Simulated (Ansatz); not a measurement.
Isolated molecules relaxed with PBE0-D4/def2-TZVP in Ansatz; ΔE leaves out vibrations. CBS: MP2 limit from def2 TZ/QZ plus the TZ coupled-cluster correction, frozen cores. This one scheme is used for every species. DFT in def2-TZVPP. B3LYP here is the variant with VWN-RPA as its local correlation; programs differ in this. HSE06 is defined as in plane-wave codes. Each species was taken in one conformer, which may not be the lowest.

`B[SiH2]CN` + H–F → `B[SiH2]F` + CH₃NH₂  (ligand exchange at the Si–C bond)

```tsv
level	ΔE (kJ/mol)	difference from CCSD(T)/CBS
LDA (SPW92)	-126.3	13.3
PBE-D4	-129.6	10.0
revPBE-D4	-125.8	13.8
BLYP-D4	-143.1	-3.5
r2SCAN-D4	-144.4	-4.8
B97M-V	-151.2	-11.6
PBE0-D4	-132.8	6.8
B3LYP-D4	-145.9	-6.3
r2SCANh-D4	-144.0	-4.4
r2SCAN0-D4	-143.5	-3.9
HSE06-D4	-132.6	7.0
BHLYP-D4	-152.7	-13.1
CAM-B3LYP-D4	-151.0	-11.4
ωB97M-V	-142.5	-2.9
B2PLYP	-151.2	-11.6
PBE-QIDH	-139.4	0.2
revPBE	-138.2	1.4
BLYP	-154.8	-15.2
r2SCAN	-146.0	-6.4
PBE0	-137.9	1.7
B3LYP	-155.1	-15.5
r2SCANh	-145.8	-6.2
r2SCAN0	-145.5	-5.9
HSE06	-137.4	2.2
BHLYP	-160.4	-20.8
CAM-B3LYP	-156.4	-16.8
LC-ωPBE	-142.5	-2.9
HF/def2-SVP	-159.6	-20.0
MP2/def2-SVP	-138.6	1.0
CCSD/def2-SVP	-140.8	-1.2
CCSD(T)/def2-SVP	-137.9	1.7
MP2/def2-TZVPP	-139.6	0.0
SCS-MP2/def2-TZVPP	-147.5	-7.9
CCSD/def2-TZVPP	-144.3	-4.7
CCSD(T)/def2-TZVPP	-139.9	-0.3
HF/def2-QZVPP	-173.5	-33.9
MP2/def2-QZVPP	-140.1	-0.5
SCS-MP2/def2-QZVPP	-147.9	-8.3
MP2/CBS(def2)	-139.3	0.3
CCSD/CBS(def2)	-144.0	-4.4
CCSD(T)/CBS	-139.6	0
```

Largest T1 diagnostic among the species: 0.012.

In def2-TZVPP, CCSD(T) changes the Hartree–Fock value by +31.6 kJ/mol (the triples alone add +4.4 kJ/mol) and MP2 by +31.9 kJ/mol. Leaving LDA and LC-ωPBE aside and taking each functional with its dispersion term where it has one, the values spread over 26.9 kJ/mol, from BHLYP-D4 to revPBE-D4. LDA lies +9.1 kJ/mol from PBE without D4. The D4 term adds +9.2 kJ/mol with B3LYP and +5.1 kJ/mol with PBE0; it sums over pairs of atoms, weighted by their polarisabilities, and B3LYP, whose exchange is more repulsive, gets the larger term.
